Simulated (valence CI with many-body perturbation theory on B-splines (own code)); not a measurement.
Pr⁹⁺: E2, M1 decay

Method: configuration interaction combined with many-body perturbation theory (CI+MBPT): four valence electrons over a frozen Dirac-Fock core [Kr] 4d10, radial functions for each j: 7 s, 7 p, 7 d, 7 f, 4 g, 2 h, with the one-electron correlation potential Σ1, the two-electron term Σ2, the three-electron term Σ3, Breit, model QED; selected CI, second order for the rest, scaled by the run's own slope (own B-spline code, finite nucleus).

No measured levels were compared; by estimate terms of the open shell hold to a few per cent of their energy, and close levels can change places; configurations with another count of f electrons can be misplaced by thousands of cm⁻¹. Among the levels kept, up to 430 cm⁻¹ of a level comes from second order outside the variational space, and about a tenth of that is noise between levels of different J, which matters for small intervals.

Lines 1 to 50 of 120 in falling wavelength, among levels below 36.321 eV, chosen from the decays that carry over 1 % of a level's rate. Wavelengths and rates use the calculated energies, so an error of 2000 cm⁻¹ moves a line at 49620 Å by 99 % and its rate by three times that or more. Electric multipoles are in the length gauge, E1 and E2 with the static RPA response of the core. S is in atomic units (e²a₀⁴ for E2 and M2, e²a₀⁶ for E3), for M1 in squared Bohr magnetons. Weak lines are less certain than strong ones. Lines between different terms over intervals too small for the method are left out, as are lines whose strength nearly cancels. Where a level lies close to another of its J and parity, the split of strength between their lines is uncertain. Intervals below about 2000 cm⁻¹, as at the head of this list, are uncertain by tens of per cent.

Names give the largest LS component (configuration and term), which can be under half, so a name can repeat, a term be missing and a line seem to break the LS rules; names also repeat where a configuration has a term twice. Letters in brackets count levels of one name in rising energy.

```
λ vac (Å)               Upper               Lower  Type   A (s⁻¹)  S (a.u.)
    49620      4f 5s2 5p 3G_4      4f 5s2 5p 3F_3    M1  5.05e-02  2.06e+00
    44630      4f 5s2 5p 3F_2      4f 5s2 5p 3G_3    M1  7.05e-03  1.16e-01
    42690        4f2 5s2 3H_5        4f2 5s2 3H_4    M1  3.34e-01  1.06e+01
    40230        4f2 5s2 3H_6        4f2 5s2 3H_5    M1  3.46e-01  1.09e+01
    33940      4f 5s2 5p 3F_3      4f 5s2 5p 3F_2    M1  2.73e-01  2.77e+00
    28090        4f2 5s2 1G_4        4f2 5s2 3F_4    M1  3.41e-01  2.52e+00
    24320        4f2 5s2 1G_4        4f2 5s2 3F_3    M1  4.44e-01  2.13e+00
    19280      4f 5s2 5p 3F_3      4f 5s2 5p 3G_3    M1  1.13e-01  2.11e-01
    13890      4f 5s2 5p 3G_4      4f 5s2 5p 3G_3    M1  4.19e+00  3.75e+00
    12330        5s2 5p2 3P_2        5s2 5p2 3P_1    M1  2.96e+00  1.03e+00
    12050        5s2 5p2 3P_2      4f 5s2 5p 3F_3    M1  2.71e+00  8.77e-01
    11500        4f2 5s2 3F_4        4f2 5s2 3H_4    M1  2.27e-01  1.15e-01
    10090        4f2 5s2 1G_4        4f2 5s2 3H_5    M1  3.59e-01  1.23e-01
     8890        5s2 5p2 3P_2      4f 5s2 5p 3F_2    M1  6.13e+00  7.99e-01
     8161        4f2 5s2 1G_4        4f2 5s2 3H_4    M1  3.13e-01  5.67e-02
     7414        5s2 5p2 3P_2      4f 5s2 5p 3G_3    M1  6.45e-01  4.87e-02
     6252        4f2 5s2 1D_2        4f2 5s2 3F_3    M1  1.84e+00  8.33e-02
     6050        4f2 5s2 3H_6      4f 5s2 5p 3G_5    E2  3.43e-02  3.23e+00
     5024    4f2 5s2 3F_2 [a]  4f 5s2 5p 3D_2 [a]    M1  9.61e+00  2.26e-01
     4993      4f 5s2 5p 1F_3        5s2 5p2 3P_2    M1  1.18e+01  3.80e-01
     4856    4f2 5s2 3F_2 [b]  4f 5s2 5p 3D_2 [a]    M1  8.94e+00  1.90e-01
     4692        4f2 5s2 3H_6      4f 5s2 5p 3F_4    E2  1.02e-01  2.69e+00
     4359        4f2 5s2 1I_6        4f2 5s2 3H_6    M1  8.20e-01  3.27e-02
     4182        4f2 5s2 1G_4      4f 5s2 5p 3D_3    E2  1.66e-01  1.71e+00
     3942      4f 5s2 5p 3F_2        5s2 5p2 3P_0    E2  1.10e-02  4.69e-02
     3933        4f2 5s2 1I_6        4f2 5s2 3H_5    M1  7.99e-01  2.34e-02
     3800      4f 5s2 5p 1F_3      4f 5s2 5p 3G_4    M1  4.49e+00  6.39e-02
     3793  4f 5s2 5p 3D_2 [a]        5s2 5p2 3P_2    M1  1.65e+02  1.66e+00
     3530      4f 5s2 5p 1F_3      4f 5s2 5p 3F_3    M1  2.44e+01  2.78e-01
     3508        5s2 5p2 3P_1        5s2 5p2 3P_0    M1  3.43e+02  1.65e+00
     3349      4f 5s2 5p 3F_4      4f 5s2 5p 3G_4    M1  1.19e+02  1.49e+00
     3197      4f 5s2 5p 1F_3      4f 5s2 5p 3F_2    M1  1.22e+02  1.04e+00
     3197  4f 5s2 5p 3D_2 [b]        5s2 5p2 3P_2    M1  7.01e+01  4.24e-01
     3147      4f 5s2 5p 3D_1        5s2 5p2 3P_2    M1  3.45e+01  1.19e-01
     3137      4f 5s2 5p 3F_4      4f 5s2 5p 3F_3    M1  7.46e+01  7.68e-01
     3002        4f2 5s2 1I_6      4f 5s2 5p 1G_4    E2  1.88e+00  5.33e+00
     2984      4f 5s2 5p 1F_3      4f 5s2 5p 3G_3    M1  1.95e+02  1.34e+00
     2901  4f 5s2 5p 3D_2 [a]        5s2 5p2 3P_1    M1  1.16e+02  5.26e-01
     2886      4f 5s2 5p 3G_5      4f 5s2 5p 3G_4    M1  3.96e+02  3.88e+00
     2885  4f 5s2 5p 3D_2 [a]      4f 5s2 5p 3F_3    M1  9.83e+00  4.37e-02
     2883      4f 5s2 5p 3D_3      4f 5s2 5p 3G_4    M1  9.09e+01  5.65e-01
     2731        5s2 5p2 3P_2        5s2 5p2 3P_0    E2  5.18e+00  3.51e+00
     2725      4f 5s2 5p 3D_3      4f 5s2 5p 3F_3    M1  2.85e+02  1.49e+00
     2698      4f 5s2 5p 3F_4      4f 5s2 5p 3G_3    M1  1.91e+02  1.25e+00
     2690        4f2 5s2 3P_0  4f 5s2 5p 3D_2 [b]    E2  1.37e+00  1.73e-01
     2659  4f 5s2 5p 3D_2 [a]      4f 5s2 5p 3F_2    M1  8.81e+01  3.07e-01
     2643        4f2 5s2 1D_2  4f 5s2 5p 3D_2 [a]    M1  4.94e+00  1.69e-02
     2539  4f 5s2 5p 3D_2 [b]        5s2 5p2 3P_1    M1  2.05e+02  6.21e-01
     2526  4f 5s2 5p 3D_2 [b]      4f 5s2 5p 3F_3    M1  1.40e+02  4.18e-01
     2522      4f 5s2 5p 3D_3      4f 5s2 5p 3F_2    M1  9.77e+00  4.07e-02
```
